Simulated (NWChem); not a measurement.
Isomers of CH₃FO₂Si, each optimised at PBE0/def2-SVP with NWChem, gas phase unless a solvent is named. Flexible species stand in one conformer each, which need not be the lowest.  Relative energies count from the lowest isomer at each level and are electronic, without zero-point energy, on those geometries.

A: O=C(O)[SiH2]F
B: O=CO[SiH2]F
C: [Si@H](C=O)(O)F
D: F[SiH]1OCO1

Question: Rank them by relative energy, PBE0/def2-TZVP (kcal/mol), lowest first.

Answer: D (0.0), B (8.3), C (19.0), A (32.8)
